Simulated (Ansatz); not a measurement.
CH$_{5}$N$_{2}$, charge +1, singlet, geometry from GFN2-xTB; Ansatz (a program for electronic structure) with CCSD(T)/STO-3G.

Here is a job for Ansatz.
Ansatz 0.2 input:
```yaml
crystal:
  periodic: [false, false, false]
  atoms:
    - {symbol: N, position_ang: [1.14797274, 0.20018934, 0.03700286]}
    - {symbol: C, position_ang: [0.00000738, -0.40400940, 0.15397542]}
    - {symbol: N, position_ang: [-1.14797868, 0.12474531, -0.16084144]}
    - {symbol: H, position_ang: [1.21954645, 1.14751701, -0.31697552]}
    - {symbol: H, position_ang: [2.01157036, -0.25676282, 0.29638706]}
    - {symbol: H, position_ang: [0.00002593, -1.41964718, 0.54105366]}
    - {symbol: H, position_ang: [-1.21958691, 1.06736807, -0.52715794]}
    - {symbol: H, position_ang: [-2.01155856, -0.38896122, -0.05028975]}
basis:
  gaussian:
    orbitals: STO-3G
total_charge: 1
magnetization: {spin_polarized: false}
correlation: {method: ccsd_t}
```

Output, abridged:

```
Functional definition: HF
276 factors; integrals over basis functions are off by at most 4.0e-5 eV
mean field evaluation 1: about -4015.6770 eV, gradient 1.7e1 eV
mean field evaluation 2: about -4015.7876 eV, gradient 1.7e1 eV
mean field evaluation 4: about -4016.5871 eV, gradient 1.0e0 eV
mean field evaluation 8: about -4016.5911 eV, gradient 1.2e-6 eV
mean field evaluation 16: about -4016.4784 eV, gradient 6.9e-2 eV
mean field -4016.59106171 eV, -147.6069989747 hartree, gradient 8.4e-7 eV, S^2 0.000000; 0 other end points of the search recorded, 0 dependent functions left out
3 core orbitals not correlated
reference -4016.59106171 eV, -147.6069989747 hartree; 9, 9 occupied and 8, 8 virtual orbitals, 276 factors
second order -4.41647934 eV of doubles, -0.00000000 eV of singles
cycle   1  -4.99199373 eV  change   -5.8e-1 eV  update   8.3e-2
cycle   2  -5.32728329 eV  change   -3.4e-1 eV  update   2.9e-2
cycle   3  -5.39794257 eV  change   -7.1e-2 eV  update   1.0e-2
cycle   4  -5.39604207 eV  change    1.9e-3 eV  update   2.2e-3
cycle   5  -5.39479602 eV  change    1.2e-3 eV  update   4.0e-4
cycle   6  -5.39466774 eV  change    1.3e-4 eV  update   8.7e-5
cycle   7  -5.39463567 eV  change    3.2e-5 eV  update   2.8e-5
cycle   8  -5.39463464 eV  change    1.0e-6 eV  update   8.6e-6
perturbative correction -0.13649054 eV, -0.0050159350 hartree
Total energy: -4022.12218689 eV, -147.8102640760 hartree
```
